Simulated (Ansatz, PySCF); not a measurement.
Process, species as SMILES: CCO → [CH3] (CH3) + [CH2]O (the C-C bond at the site shown breaks; other sites are not compared here)
Each molecule is optimised on its own at B3LYP-D3(BJ)/def2-TZVP (Ansatz, an electronic-structure program), one conformer each, not searched for the lowest.

Wanted: bond dissociation energy (enthalpy at 298 K, with B3LYP-D3(BJ) rigid-rotor harmonic-oscillator terms from PySCF), in kcal/mol. Valence correlation only, unless marked. UHF or UKS for open shells. Spin-orbit coupling is left out. No relativistic terms. CBS(X,Y): correlation extrapolated as X^-3; Hartree-Fock from the larger set. [CCSD(T)-MP2]/basis is that difference in the basis named.

From measured enthalpies of formation at 298 K: 87.2 kcal/mol (CCO -56.1, ATcT 1.112; [CH3] (CH3) 35.0, ATcT 1.112; [CH2]O -3.8, ATcT 1.112). It holds spin-orbit effects, and any other conformers, which the calculations lack, and core correlation, which the frozen-core levels lack.

```json
[
 {"level": "BP86-D4/def2-TZVPD", "program": "PySCF + dftd4", "bond dissociation energy (kcal/mol)": "83.3", "error against measurement": "-3.9"},
 {"level": "r2SCAN-D3(BJ)/def2-TZVPD", "program": "Ansatz + dftd3", "bond dissociation energy (kcal/mol)": "78.9", "error against measurement": "-8.3"},
 {"level": "B3LYP-D4/def2-TZVPD", "program": "Ansatz + dftd4", "bond dissociation energy (kcal/mol)": "81.7", "error against measurement": "-5.5"},
 {"level": "PW6B95-D4/def2-TZVPD", "program": "PySCF + dftd4", "bond dissociation energy (kcal/mol)": "86.0", "error against measurement": "-1.2"},
 {"level": "wB97X/def2-TZVPD", "program": "Ansatz", "bond dissociation energy (kcal/mol)": "86.2", "error against measurement": "-1.0"},
 {"level": "MP2/STO-3G", "program": "Ansatz", "bond dissociation energy (kcal/mol)": "97.4", "error against measurement": "10.2"},
 {"level": "CCSD/aug-cc-pVDZ", "program": "Ansatz", "bond dissociation energy (kcal/mol)": "82.8", "error against measurement": "-4.4"},
 {"level": "CCSD/cc-pVDZ", "program": "Ansatz", "bond dissociation energy (kcal/mol)": "82.1", "error against measurement": "-5.1"},
 {"level": "CCSD(T) with core electrons/cc-pwCVTZ", "program": "Ansatz", "bond dissociation energy (kcal/mol)": "85.9", "error against measurement": "-1.3"},
 {"level": "RI-MP2/CBS(aug-cc-pVTZ,aug-cc-pVQZ)+[CCSD(T)-MP2]/aug-cc-pVTZ", "program": "Ansatz", "bond dissociation energy (kcal/mol)": "87.4", "error against measurement": "0.2"}
]
```
